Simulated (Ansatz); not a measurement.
Isolated molecules relaxed with PBE0-D4/def2-TZVP in Ansatz; ΔE leaves out vibrations. CBS: MP2 limit from def2 TZ/QZ plus the TZ coupled-cluster correction, frozen cores. Functionals use def2-TZVPP. For Ga outer-core shells are correlated without core-valence functions, which leaves a few kJ/mol of doubt a bond. Scalar relativity is left out up to krypton. Each species was taken in one conformer, which may not be the lowest.

Reaction (cleavage of the Si–Si bond): `BO[SiH](N)[SiH3]` + `[CH3][Ga]([CH3])[OH]` → `[CH3][Ga]([CH3])[O][SiH3]` + `BO[SiH2]N`

Question: Is it downhill or uphill in electronic energy at CCSD(T)/CBS, and by how much? (Estimate.)

Answer: Ansatz gave: Downhill: ΔE = -1.16 eV.

Question: What do these levels give: r2SCAN-D4, PBE0-D4, B2PLYP, HF/def2-TZVPP, HF/def2-QZVPP, SCS-MP2/def2-QZVPP? (Estimate.)

Answer: The calculation gave: r2SCAN-D4 -1.09, PBE0-D4 -0.98, B2PLYP -1.23, HF/def2-TZVPP -1.52, HF/def2-QZVPP -1.54, SCS-MP2/def2-QZVPP -1.31 eV.

Largest T1 diagnostic among the species: 0.013.

In def2-TZVPP, CCSD(T) changes the Hartree–Fock value by +0.34 eV (the triples alone add +0.05 eV) and MP2 by +0.26 eV. From PBE to PBE0 (25 % exact exchange), in def2-TZVPP and without D4, ΔE moves by −0.11 eV.
